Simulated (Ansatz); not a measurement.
`[SiH3][CH2][GaH2]` + HCl → `[Cl][GaH2]` + `C[SiH3]`  (ligand exchange at a Ga–C bond)

Isolated molecules relaxed with PBE0-D4/def2-TZVP in Ansatz; ΔE leaves out vibrations. CBS: MP2 limit from def2 TZ/QZ plus the TZ coupled-cluster correction, frozen cores. This one scheme is used for every species. Functionals use def2-TZVPP. HSE06 is defined as in plane-wave codes. For Ga outer-core shells are correlated without core-valence functions, which leaves a few kJ/mol of doubt a bond. Scalar relativity is left out up to krypton.

`[SiH3][CH2][GaH2]`:

Cartesian coordinates in Å:
```
Si 0.925 -0.640 0.899
C -0.615 -0.495 -0.147
Ga -0.748 1.233 -1.078
H 1.011 -1.954 1.595
H 0.954 0.431 1.934
H 2.143 -0.486 0.056
H -1.484 -0.624 0.506
H -0.605 -1.304 -0.883
H -0.121 1.396 -2.509
H -1.461 2.443 -0.374
```

HCl:

Cartesian coordinates in Å:
```
Cl -0.137 -0.561 0.275
H 0.137 0.561 -0.275
```

`[Cl][GaH2]`:

Z-matrix (Å, degrees):
```
Ga
Cl 1 2.149
H 1 1.556 2 115.2
H 1 1.556 2 115.2 3 -180.0
```

`C[SiH3]`:

Z-matrix (Å, degrees):
```
C
Si 1 1.871
H 1 1.092 2 110.8
H 1 1.092 2 110.8 3 -120.0
H 1 1.092 2 110.8 3 120.0
H 2 1.488 1 110.7 3 -179.9
H 2 1.488 1 110.7 3 -59.9
H 2 1.488 1 110.7 3 60.1
```

```csv
level,ΔE (kcal/mol),difference from CCSD(T)/CBS
LDA (SPW92),-29.8,0.4
HSE06-D4,-31.6,-1.4
revPBE,-32.3,-2.1
BLYP,-33.6,-3.4
r2SCAN,-32.9,-2.7
r2SCANh,-33.0,-2.8
CCSD/def2-SVP,-33.4,-3.2
CCSD/def2-TZVPP,-31.0,-0.8
CCSD(T)/def2-TZVPP,-30.3,-0.1
HF/CBS(def2),-37.4,-7.2
CCSD(T)/CBS,-30.2,0
```

Largest T1 diagnostic among the species: 0.012.

In def2-TZVPP, CCSD(T) changes the Hartree–Fock value by +7.1 kcal/mol (the triples alone add +0.6 kcal/mol) and MP2 by +7.0 kcal/mol. From BLYP to BHLYP (50 % exact exchange), in def2-TZVPP and without D4, ΔE moves by −1.3 kcal/mol. Leaving LDA and LC-ωPBE aside and taking each functional with its dispersion term where it has one, the values, not all of them listed here, spread over 3.1 kcal/mol, from B97M-V to revPBE-D4. LDA lies +2.0 kcal/mol from PBE without D4.
